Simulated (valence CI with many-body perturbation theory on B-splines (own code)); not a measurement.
**Which ion has this spectrum?**

A relativistic CI+MBPT calculation for an atom or ion with 21 electrons gives these levels (cm⁻¹):

```
   J  Parity        E     g
 3/2    even        0  0.74
 5/2    even   891864  1.05
 3/2    even   947858  1.15
 9/2    even   978414  1.02
 7/2    even   984836  1.03
 1/2    even   997770  1.78
 5/2    even  1222263  1.21
 7/2    even  1860728  1.12
 9/2    even  1903988  1.12
 3/2    even  1954744  1.09
 1/2    even  1981955  1.53
11/2    even  1988020  1.08
 5/2    even  1990683  1.31
 7/2    even  2076592  1.07
```

The energies are calculated, and their last digits are not significant.

Q: Which is it?
A. Au58+
B. Bi62+
C. Hg59+
D. Pb61+

A: D. Pb61+, ground level (3d3/2^3) J=3/2.
